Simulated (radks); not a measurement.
Numerical settings for the potassium ion K+, [Ar]. Method: scalar-relativistic Kohn-Sham, r2SCAN, spin-polarised, spherical densities, finite nucleus; meta-GGA in the generalised Kohn-Sham scheme; Fermi nuclear charge, rms radius 3.4349 fm; computed with a radial shooting solver on a logarithmic mesh with Libxc functionals. The defaults (mesh step 0.008 in ln r, mesh end at 40 bohr or more with all orbitals vanishing there, Anderson mixing 0.5 over 9 steps, residual threshold near 1e-9 with the energy settled to 1e-9 hartree or 1e-11 of itself, here a cap of 58 iterations) give E = -602.122 hartree and 3p at -25.469 eV in 12 iterations. Times are rough (one thread of a shared host). Changes against that run (0 stands for a change within the tolerance of the run):

setting                    iterations         converged  E (mhartree)  e(3p) (meV)  CPU (s)
mesh step in ln r 0.03             10               yes       -0.0352            0     0.03
mesh step in ln r 0.003            15               yes             0            0     0.28
mesh step in ln r 0.08             58                no     -1.25e+04            -     0.19
mesh end (bohr) 400                12               yes             0            0      0.1
mesh end (bohr) 1                  11  level above zero     +8.09e+04    +3.62e+05     0.07
residual threshold 0.01            10               yes             0       +0.133     0.08
residual threshold 1e-05           11               yes             0      +0.0972     0.09
mixing 1.5                         15               yes             0            0     0.12
linear mixing, mixing 0.5          58                no             0            0     0.32
linear mixing, mixing 0.2          58                no             0      -0.0114     0.38
mixing history 2                   22               yes             0            0     0.15
iteration cap 8                     8                no             0       +0.164     0.07

Settled on a wrong energy, with an occupied level pushed above zero by the early mesh end: mesh end (bohr) 1 (+80.9 hartree). Apart from these: no run marked as converged misses the energy by more than 1 mhartree. A mesh that ends early acts as a hard wall.
